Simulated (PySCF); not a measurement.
C2H5NOSi2, SMILES N#C[SiH2][SiH2]C=O at its GFN2-xTB optimised geometry (Å):

```
11

N      3.0713     1.1556     0.0000
C      1.9254     1.1556     0.0000
Si     0.0559     1.1082    -0.0151
Si    -0.5432    -1.0743    -0.5169
C     -2.4568    -0.9351    -0.5802
O     -3.0075     0.1191    -0.3728
H     -0.3126     2.1124    -1.0181
H     -0.3208     1.5730     1.3242
H     -0.1396    -1.6195    -1.8180
H     -0.2535    -2.1124     0.4792
H     -3.0713    -1.8299    -0.8088
```

Calculation: PBE/def2-TZVP (PySCF). Cells within 0.4 Å of a nucleus heavier than hydrogen are left out (blank, or x).

Map of the deformation density (molecule minus spherical neutral atoms) (e/bohr³), clipped to [-0.15, 0.15] on the plane z = 0.0 Å:

```
|22222222222222222222222222222|
|22222222222222222222222222222|
|22222222222222222222222222222|
|22222222222222222222222222222|
|22222222222222222222222222222|
|22222222222222222222222222222|
|22222222222222111222222222222|
|22222222222211111111122222222|
|22222222221112111111111222222|
|22222222221112111211221222222|
|22222222221111112332531322222|
|22222222221111xx35xx9xx722222|
|22222222221111x1233x64x322222|
|22222223211123322211221222222|
|22222201211123322111111222222|
|22222223211123321111122222222|
|22221112122211211112222222222|
|22221110022212211112222222222|
|22221111112223321122222222222|
|22221111111234321222222222222|
|22222111111122222222222222222|
|22222211111122222222222222222|
|22222222222222222222222222222|
|22222222222222222222222222222|
|22222222222222222222222222222|
|22222222222222222222222222222|
|22222222222222222222222222222|
|22222222222222222222222222222|
|22222222222222222222222222222|
```
Scale: ten equal steps from -0.040 (start of '0') to 0.150 (end of '9'), in the order '0123456789'; x runs from -5.50 to 5.50, y from -5.50 (bottom) to 5.50 (top).
